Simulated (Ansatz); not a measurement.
The cluster Ba₆O₅. Charge 0, multiplicity 1. Geometry PBE-D4/def2-SVP.

Cartesian coordinates in Å:
```
Ba -2.4662 -1.7327 0.5775
Ba -0.6988 1.2458 2.7151
Ba 2.0473 1.6400 -0.4392
Ba 0.4330 -1.0787 -2.3913
Ba -2.0974 1.9864 -1.0342
Ba 1.7099 -1.7556 1.0320
O 2.3677 -0.6754 -1.0167
O -2.2251 0.6340 0.9550
O 1.2732 0.5926 1.6586
O -0.0032 1.2696 -1.7638
O -0.3404 -2.1260 -0.2931
```

In the def2 sets Ba takes a core potential; there is no spin–orbit coupling. HSE06 is defined as in plane-wave codes, on full-range PBE exchange. The restricted singlet is unstable towards broken spin symmetry in Hartree–Fock (as tested in another run); at PBE-D4/def2-SVP, PBE-D4/def2-TZVP, r2SCAN-D4/def2-TZVP, PBE0-D4/def2-SVP and others this wasn't settled. The structure comes from a short search, and lower isomers may exist.

(1) Estimate the orbital energies around the gap (eV) in Ansatz with PBE-D4/def2-SVP, PBE-D4/def2-TZVP, r2SCAN-D4/def2-TZVP, PBE0-D4/def2-SVP, HSE06-D4/def2-TZVP.

## Answers

(1) 
```csv
orbital,PBE-D4/def2-SVP,PBE-D4/def2-TZVP,r2SCAN-D4/def2-TZVP,PBE0-D4/def2-SVP,HSE06-D4/def2-TZVP
HOMO−5,-4.37,-4.30,-4.41,-5.54,-5.11
HOMO−4,-4.36,-4.30,-4.41,-5.50,-5.09
HOMO−3,-4.19,-4.15,-4.28,-5.36,-4.96
HOMO−2,-4.19,-4.15,-4.28,-5.36,-4.96
HOMO−1,-4.06,-4.02,-4.14,-5.23,-4.83
HOMO,-2.13,-2.12,-2.02,-2.33,-2.08
LUMO,-1.38,-1.41,-1.32,-1.04,-1.34
LUMO+1,-1.38,-1.41,-1.32,-1.04,-1.34
LUMO+2,-0.89,-0.92,-0.56,-0.47,-0.78
LUMO+3,-0.62,-0.68,-0.43,-0.22,-0.59
LUMO+4,-0.62,-0.68,-0.43,-0.22,-0.59
LUMO+5,-0.45,-0.53,-0.26,0.02,-0.40
```
